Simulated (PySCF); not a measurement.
System: Si$_{2}$H$_{3}$, charge -1, multiplicity 1. It need not be the lowest isomer of its formula. Whether it binds its extra electron was not tested at this geometry. SMILES: [SiH-]=[SiH2]
Geometry: optimised at B3LYP-D3(BJ)/def2-TZVP (Ansatz).

Dispersion corrections to the total energy (kcal/mol) from the dftd3 and dftd4 libraries through PySCF: D3(BJ) without and D4 with the three-body term, each with the damping fitted for the functional named.

```json
[
 {"functional": "B2PLYP", "D3(BJ)": "-2.38", "D4": "-2.28"},
 {"functional": "PBE0", "D3(BJ)": "-2.12", "D4": "(withheld)"},
 {"functional": "BP86", "D3(BJ)": "-4.37", "D4": "(withheld)"},
 {"functional": "HF", "D3(BJ)": "-22.34", "D4": "-11.51"},
 {"functional": "HSE06", "D3(BJ)": "-1.78", "D4": "-2.62"},
 {"functional": "TPSSh", "D3(BJ)": "(withheld)", "D4": "-3.99"},
 {"functional": "B3LYP", "D3(BJ)": "-4.56", "D4": "-5.43"}
]
```

Problem. Complete the blanks.

Solution. 
- PBE0, D4: -2.78
- BP86, D4: -4.51
- TPSSh, D3(BJ): -2.83
